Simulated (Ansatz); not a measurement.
CH₅GaO₂Si, SMILES `O[SiH2][CH]1[O][GaH]1`, charge 0, multiplicity 1.

Q: Give a relaxed structure at PBE0-D4/def2-TZVP (Ansatz 0.2.0). (An estimate is asked.)

A: Computed: 
Z-matrix (Å, degrees):
```
Si
C 1 1.827
O 1 1.733 2 95.3
Ga 1 2.765 2 44.6 3 -8.1
H 1 1.489 2 120.2 3 109.4
H 1 1.484 2 116.1 3 -112.4
O 2 1.449 1 108.3 3 -56.4
H 2 1.087 1 127.8 3 154.0
H 3 0.962 1 116.8 2 120.6
H 4 1.530 1 152.4 2 -174.0
```
This is one stationary point; other conformers may exist.
